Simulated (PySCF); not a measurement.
CH₆B₂FN.
Numbering: `[BH2:1][NH:2][B:3]([CH3:4])[F:5]` (hydrogens: H6, H7 on B1; H8 on N2; H9, H10, H11 on C4)

Geometry (PBE0-D3(BJ)/def2-SVP, Å), atoms numbered from 1 in this order:
```xyz
11
CH6B2FN angstrom
B      1.8270   -0.4160   -0.2420
N      0.9098    0.6542   -0.2096
B     -0.5103    0.6278   -0.0090
C     -1.3873   -0.6442    0.2178
F     -1.1079    1.8279   -0.0184
H      2.9992   -0.1792   -0.4172
H      1.4365   -1.5485   -0.0947
H      1.2913    1.5887   -0.3373
H     -0.8344   -1.5894    0.1562
H     -2.2091   -0.6616   -0.5163
H     -1.8671   -0.5822    1.2089
```

Theory: MP2 and CCSD/aug-cc-pVDZ in PySCF, restricted Hartree–Fock reference, 5 core orbitals frozen, non-relativistic, gas phase, PBE0-D3(BJ)/def2-SVP geometry.

E(HF) = -244.79326 Eh.

(1) How large is the problem?

(2) What are the MP2 and CCSD correlation energies?

(3) What is the T1 diagnostic?

(4) How does correlation change the dipole moment?

Results:

(1) 169 basis functions and 38 electrons; 5 orbitals frozen, which leaves o = 14 correlated occupied and v = 150 virtual orbitals. That is o·v = 2100 singles and o·v(o·v + 1)/2 = 2206050 distinct closed-shell doubles amplitudes before symmetry; the costliest CCSD step grows as o²v⁴ = 9.9 × 10^10.

(2) MP2 -0.6962 Eh and CCSD -0.7419 Eh, which gives totals of -245.48944 and -245.53512 Eh. That is 0.721 eV for each correlated electron at CCSD (1948 kJ/mol in all, 0.302 % of the total energy); MP2 gives 93.8 % of the CCSD value.

(3) 0.0128, below the customary warning level of 0.02. It is the norm of the spatial-orbital singles amplitudes over the root of the number of correlated electrons, so the norm is 0.068.

(4) HF gives 0.51 D and CCSD (unrelaxed density) 0.20 D, a change of -0.31 D; the two vectors are 22° apart.

No triples correction and no basis-set extrapolation were made.

The job also held the EOM ionisation roots. On x86-64 server, one thread, on a shared host, this took 6.1 min wall.

One conformer stands for the species.
